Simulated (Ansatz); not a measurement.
The cluster Au9⁻, relaxed as a singlet with RKS PBE-D4/def2-SVPD in Ansatz, starting from packed atoms. Force threshold 0.02 eV/Å.

In the def2 sets Au takes a core potential; there is no spin–orbit coupling. The relaxation made no stability test and no search for a lower SCF solution. The structure comes from a short search, and lower isomers may exist.

Start:

```xyz
9

Au    3.175   -0.902    0.468
Au   -1.216   -3.638   -1.272
Au    3.132    1.408    1.498
Au    0.803    2.881    1.343
Au    0.588    0.251    0.103
Au   -1.438    2.023   -0.011
Au   -2.093   -0.534   -0.857
Au    1.217   -2.632   -0.283
Au   -4.168    1.143   -0.990
```

Question: Estimate the energy that the relaxation releases and the steps that it takes.

Answer: 31.9 kcal/mol, in 7 steps; 44 s on 4 threads of Intel Xeon 6975P-C on a shared host. No frequencies were taken in this run, so the end may be a saddle point.

Question: Does the start keep its bonding?

Answer: Bonds formed: Au7–Au8 (atoms count from 1). Metal–metal contacts that move far: Au2–Au7 3.25 to 2.68 Å.

Question: Predict the relaxed structure.

Answer: 
```xyz
9

Au    2.995   -1.095    0.604
Au   -1.507   -3.382   -1.461
Au    3.166    1.557    1.437
Au    0.777    2.949    1.110
Au    0.773    0.379    0.356
Au   -1.520    1.873    0.082
Au   -1.641   -0.807   -0.745
Au    0.744   -2.255   -0.435
Au   -3.786    0.779   -0.947
```
Bond lengths (bridged metal pairs left out): 16 × Au–Au 2.68 to 2.91 Å.
